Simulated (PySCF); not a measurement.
Compound: C5H4ClO (doublet state).
Z-matrix (Å and degrees, GFN2-xTB geometry), rows numbered from 1:
```
O 
C   1  1.1928
C   2  1.5012  1  136.91
C   3  1.3866  2   89.66  1   179.60
C   4  1.4143  3   95.12  2     0.58
C   5  1.4522  2  135.22  1    -6.67
Cl  6  1.8407  5  109.15  2   -93.09
H   3  1.0704  2  135.06  1     0.31
H   4  1.0751  3  132.83  2  -179.49
H   6  1.0896  5  113.15  2   150.84
H   6  1.0883  5  112.17  2    23.32
```

The hyperfine couplings belong to this conformer and change with its torsions.

The species is `O=C1[CH]C=C1CCl` [radical].

Theory: PySCF, UKS B3LYP, pcH-1 on C Cl H O, non-relativistic, mean-field spin-orbit, GIAO. Isolated species at its GFN2-xTB geometry (one conformer only). A GFN2-xTB geometry isn't a minimum of the functional, and hyperfine couplings can be far from their values at a DFT geometry. No stability test was run, so a lower SCF solution isn't excluded. ⟨S²⟩ is 0.773 where a pure state has 0.75.

Problem. Predict the first-order ENDOR lines of H8, H10/H11, H9 and Cl7 under fast tumbling at B = 335.5 mT (X band).

Solution. ν± = |νn ± a/2|, one line for each electron-spin manifold; νn = |g_N| × 7.62259 MHz/T × B.

| nuclei | isotope | g_N | νn (MHz) | a_iso (MHz) | lower line (MHz) | upper line (MHz) |
| --- | --- | --- | --- | --- | --- | --- |
| H8 | 1H | 5.5857 | 14.28 | -41.47 | 6.45 | 35.02 |
| H10/H11 | 1H | 5.5857 | 14.28 | 16.59 | 5.99 | 22.58 |
| H9 | 1H | 5.5857 | 14.28 | 9.12 | 9.72 | 18.84 |
| Cl7 | 35Cl | 0.5479 | 1.40 | 34.77 | 15.98 | 18.78 |

Problem. Which pairs are centred on the nuclear Larmor frequency, and which on half the coupling?

Solution. Centred on νn, since |a| < 2νn: H10/H11 and H9. Centred on |a|/2 and split by 2νn: H8 and Cl7.

Problem. At what field would the lower line of H8 fall to zero frequency?

Solution. Where νn = |a|/2, that is B = 20.73 MHz/(5.5857 × 7.62259 MHz/T) = 487 mT, as far as first order holds there.

Class means assume fast exchange of nuclei equivalent by connectivity; if that motion is slow, each nucleus keeps its own coupling. The 1H value of +16.6 MHz is a mean of couplings from 7.4 to 25.7 MHz in this one geometry, not an average over conformers.

Main isotope only: 35Cl (natural samples also hold 24 % 37Cl, magnetic too, which adds its own pattern).

The largest Mulliken spin populations are on C5 (+0.65), C3 (+0.60), C4 (-0.23) and Cl7 (+0.09). The angles at C5 add up to 359.6°, so it is planar.
